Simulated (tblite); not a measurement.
C₇H₁₁NSi.
SMILES with atom numbers: `[CH:1]#[C:2][C@H:3]([SiH3:4])/[N:5]=[C:6](/[CH3:7])[CH:8]=[CH2:9]` (hydrogens: H10 on C1; H11 on C3; H12, H13, H14 on Si4; H15, H16, H17 on C7; H18 on C8; H19, H20 on C9)

Computed with GFN2-xTB (tblite), gas phase: L-BFGS steps from a force-field or distance-geometry start until the largest atomic force falls under 0.01 eV/Å.

Geometry at step 123:
```
atom  x, y, z in Å
C1      3.1222   -2.0008    0.0647
C2      2.2816   -1.1989   -0.2319
C3      1.2824   -0.2108   -0.5582
Si4     2.1425    1.5233   -0.5228
N5      0.3730   -0.0402    0.5219
C6     -0.8955   -0.0621    0.4509
C7     -1.6155    0.3456    1.7059
C8     -1.6956   -0.4448   -0.7129
C9     -3.0195   -0.3591   -0.7820
H10     3.8446   -2.7203    0.3115
H11     0.8449   -0.4537   -1.5402
H12     1.1329    2.5052   -0.9222
H13     3.2490    1.5356   -1.4830
H14     2.6215    1.7114    0.8387
H15    -2.4393   -0.3242    1.9347
H16    -0.9028    0.3487    2.5250
H17    -2.0104    1.3528    1.5799
H18    -1.1431   -0.8535   -1.5508
H19    -3.5637   -0.6928   -1.6495
H20    -3.6142    0.0493    0.0173
```

Problem. Give the atomic forces at this geometry.

Solution. 
| atom | Fx (eV/Å) | Fy (eV/Å) | Fz (eV/Å) |
| --- | --- | --- | --- |
| C1 | -0.101 | 0.054 | -0.031 |
| C2 | 0.113 | -0.089 | 0.059 |
| C3 | 0.061 | 0.016 | 0.011 |
| Si4 | -0.004 | -0.038 | -0.068 |
| N5 | 0.035 | -0.016 | -0.046 |
| C6 | -0.035 | 0.011 | -0.019 |
| C7 | 0.044 | -0.013 | -0.022 |
| C8 | 0.039 | 0.043 | 0.038 |
| C9 | 0.000 | 0.001 | -0.019 |
| H10 | -0.010 | 0.002 | -0.015 |
| H11 | 0.011 | 0.015 | 0.064 |
| H12 | -0.020 | 0.011 | 0.036 |
| H13 | -0.008 | -0.023 | -0.019 |
| H14 | -0.018 | 0.042 | 0.005 |
| H15 | 0.021 | -0.049 | 0.018 |
| H16 | -0.029 | 0.026 | 0.037 |
| H17 | -0.032 | 0.007 | 0.017 |
| H18 | -0.076 | -0.009 | 0.007 |
| H19 | 0.008 | 0.006 | -0.035 |
| H20 | 0.000 | 0.001 | -0.020 |

The largest, 0.16 eV/Å, acts on C2; the rms over all components is 0.038 eV/Å. The forces sum to zero within rounding, as they must for an isolated molecule in no field.

Problem. Give the force on C2 in Eh/bohr and in nN.

Solution. 0.155 eV/Å ÷ 51.422 = 0.00302 Eh/bohr, and 0.155 eV/Å × 1.602 = 0.25 nN.

Problem. How far is this geometry from the end of the optimisation?

Solution. 0.048 eV above it, and 0.470 Å rms away after alignment. The bonds farthest from their final lengths, with half the difference of the two atoms' forces along the bond (positive lengthens):

```csv
bond,now (Å),final (Å),force along bond (eV/Å)
C2–C3,1.443,1.447,+0.06
C7–H15,1.086,1.089,+0.02
Si4–H14,1.456,1.458,+0.04
Si4–H12,1.464,1.466,+0.01
C3–Si4,1.936,1.934,-0.04
C3–N5,1.422,1.421,-0.02
```

The angle farthest from its final value is Si4–C3–N5, 99.4° against 106.1°.

What follows is the cost of the whole relaxation. The run took 2.5 s wall on one thread, Arm Neoverse N1 (aarch64), shared host with 64 logical CPUs at a one-minute load of 63.
